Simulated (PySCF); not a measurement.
C2H6O3Si, SMILES [Si]1(COC1)(O)O.

Coordinates come from a r2SCAN-D4/def2-SVP optimisation. This is a generated structure with no PubChem entry under its InChIKey; it may be hypothetical. Other conformers were not sampled.

All values below come from TDA-CAM-B3LYP/def2-SVPD run with PySCF.

Vertical excitations. Isolated molecule, no solvent. State labels are in the subgroup Cs.

```tsv
state	symmetry	energy (eV)	λ (nm)	f	main pairs
S1	A'	6.67	186	0.025	HOMO→LUMO 61 %, HOMO→LUMO+1 24 %, HOMO→LUMO+2 11 %
S2	A'	6.90	180	0.025	HOMO→LUMO 30 %, HOMO→LUMO+2 28 %, HOMO→LUMO+1 20 %, HOMO→LUMO+4 17 %
S3	A"	7.19	173	0.025	HOMO−1→LUMO 89 %
S4	A'	7.61	163	0.004	HOMO→LUMO+2 44 %, HOMO→LUMO+1 30 %, HOMO→LUMO+5 13 %
S5	A"	7.64	162	0.013	HOMO−1→LUMO+1 72 %
S6	A"	7.94	156	0.000	HOMO→LUMO+3 92 %
S7	A'	7.98	155	0.025	HOMO−2→LUMO 64 %, HOMO−2→LUMO+1 17 %
S8	A"	8.00	155	0.052	HOMO−1→LUMO+2 55 %, HOMO−3→LUMO 13 %, HOMO−1→LUMO+4 10 %
S9	A'	8.03	154	0.026	HOMO→LUMO+5 45 %, HOMO→LUMO+4 36 %, HOMO→LUMO+2 8 %
S10	A'	8.21	151	0.046	HOMO→LUMO+4 29 %, HOMO→LUMO+5 19 %, HOMO→LUMO+1 15 %, HOMO−2→LUMO+1 12 %
T1	A'	6.37	195	0	HOMO→LUMO+1 35 %, HOMO→LUMO+2 34 %, HOMO→LUMO+4 18 %
T2	A'	6.56	189	0	HOMO→LUMO 83 %
T3	A"	6.92	179	0	HOMO−1→LUMO 83 %
T4	A'	7.27	170	0	HOMO→LUMO+2 31 %, HOMO→LUMO+5 28 %, HOMO→LUMO+1 20 %, HOMO→LUMO+8 8 %
```
Triplets are in the Tamm–Dancoff approximation.
